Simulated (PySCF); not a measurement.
B(H)(NHMe)(OMe) (C2H8BNO), SMILES CNBOC.

Geometry: PBE-D3(BJ)/def2-SVP. The structure was generated by enumeration, and PubChem lists no compound with its InChIKey, so it may never have been made. Other conformers were not sampled.

These are PBE-D3(BJ)/def2-SVP (PySCF 2.14.0) values and carry that method's errors.

Harmonic, unscaled wavenumbers; measured fundamentals usually lie a few per cent lower.

Computed harmonic wavenumbers and intensities:
```
mode  ν (cm⁻¹)  IR (km/mol)  moving atoms (share of kinetic energy)
----  --------  -----------  --------------------------------------
1          116          0.2                  H 78 %, C 10 %, N 10 %
2          156          0.1                                  H 89 %
3          171          0.6                   H 48 %, N 41 %, C 8 %
4          186          1.1           C 47 %, H 31 %, N 10 %, B 9 %
5          301          1.8                  H 44 %, O 28 %, B 24 %
6          323          0.2                  N 30 %, H 28 %, C 27 %
7          551         15.4          O 49 %, C 17 %, H 16 %, B 12 %
8          602         87.5                  H 75 %, N 13 %, B 10 %
9          851          8.5                          H 67 %, B 31 %
10         937          3.2          H 31 %, C 29 %, B 27 %, O 10 %
11         975         23.6                          H 67 %, C 17 %
12        1106          0.0                          H 75 %, C 20 %
13        1109         25.2    H 34 %, N 25 %, C 24 %, B 9 %, O 8 %
14        1122          9.7          H 60 %, C 16 %, O 12 %, N 11 %
15        1132          0.2                          H 75 %, C 19 %
16        1150         15.5                   H 65 %, C 19 %, B 8 %
17        1233         32.8  H 43 %, B 18 %, O 13 %, N 13 %, C 13 %
18        1285        191.9          H 36 %, B 24 %, O 23 %, C 13 %
19        1394         15.3                          H 84 %, C 15 %
20        1412         77.5                          H 84 %, C 10 %
21        1415          3.7                                  H 97 %
22        1422          5.9                                  H 97 %
23        1426          1.9                                  H 95 %
24        1437         28.9                                  H 90 %
25        1531        305.8                  H 33 %, B 33 %, N 29 %
26        2547        138.0                           H 91 %, B 9 %
27        2909         57.8                                  H 97 %
28        2935         83.9                                  H 97 %
29        2975         45.6                          H 90 %, C 10 %
30        2993         37.9                          H 90 %, C 10 %
31        3046         26.6                           H 91 %, C 9 %
32        3071          9.8                           H 91 %, C 9 %
33        3513          7.1                                  H 93 %
```
